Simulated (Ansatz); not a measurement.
Cartesian coordinates in Å:
```
B -2.0636 -0.0235 1.1896
C -1.3511 -0.3737 -0.1412
O -0.6617 0.6619 -0.8145
Si 0.8751 1.0992 -0.3861
Al 2.5164 -0.7269 -0.6851
H -2.6752 -0.8949 1.7377
H -2.0335 1.0748 1.6593
H -2.1334 -0.7535 -0.8206
H -0.7057 -1.2603 0.0094
H 0.9041 1.5629 1.0408
H 1.1970 2.2804 -1.2328
H 2.0565 -2.2314 -0.9310
H 4.0752 -0.4149 -0.6255
```

Charge 0, multiplicity 1.

Q: List the ωB97M-V/def2-TZVPP orbital energies in eV (the Gaussian-basis code of Ansatz). (Best estimate.)

A: Computed: Occupied: -1807.08, -1532.29, -526.00, -282.62, -188.06, -148.10, -116.89, -102.23, -102.20, -102.19, -76.57, -76.36, -76.35, -31.06, -22.26, -17.98, -16.64, -15.44, -15.15, -14.14, -13.44, -12.09, -12.07, -11.57, -10.85, -10.58, -9.07. Lowest empty: -0.47, 0.35, 1.35, 2.04, 2.52, 2.77, 3.29, 3.46.
